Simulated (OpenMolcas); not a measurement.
Computed levels of 3s2 3p in ions with 13 electrons, in cm-1 above 2P* 1/2.

```yaml
Program: OpenMolcas 26.06
Method: CASSCF
Basis: ANO-R3
Scalar_Hamiltonian: X2C, finite nucleus
Spin-orbit_coupling: RASSI with atomic mean-field integrals over the reference wave functions, term energies averaged over their components
```

Active space for each ion: 3 electrons in 4 orbitals (3s 3p).

```
  Level   Al  P2+  S3+  Cl4+  Ar5+
2P* 3/2  104  495  851  1350  2021
```

Q: Estimate 2P* 3/2 for Si+ from its neighbours Al and P2+.

A: 2P* 3/2 is fine structure, which grows about as the fourth power of a screened charge, so the fourth roots are averaged: ((104^0.25 + 495^0.25) / 2)^4 = 245. The calculation gives 258, so the estimate is off by -5.0 %; the measured value is 287 (NIST Handbook of Basic Atomic Spectroscopic Data).

Without dynamic correlation excited terms often stand tens of per cent too high (terms of higher spin than the ground term too low), and those without a measured partner can miss by more than the paired ones (holds for Al; Si+). Measured partners are found by configuration, term and J. A level has none where our copy of the source lacks it or the pairing is in doubt (some pairs that miss far off the trend of their configuration count as doubtful), and it then counts in no deviation. Only configurations of the active space appear.

* marks odd parity.
